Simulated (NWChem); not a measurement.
Si2NH6F; SMILES N[SiH2][SiH2]F

```xyz
10

Si    -0.4742     1.1843    -0.2684
F      0.9292     1.8387     0.3104
Si    -0.4712    -1.1105     0.3004
N      0.9075    -2.0153    -0.3010
H     -0.4754     1.3784    -1.7655
H     -1.6258     1.9711     0.3069
H     -1.7266    -1.7316    -0.2586
H     -0.4735    -1.2322     1.8015
H      1.0036    -2.0904    -1.3186
H      1.8179    -1.7683     0.1000
```
Atoms are numbered in this order, from 1.

Results from NWChem. All runs use the structure optimised with PBE-D3(BJ)/def2-SVP.

Q: Predict the results for MPW1K/def2-SVP. Quantities: highest occupied level (eV); orbital gap (eV); dipole (D).

A: The highest occupied level (eV) comes out as -8.05 and the orbital gap (eV) is 8.30. The dipole (D) comes out as 1.32.
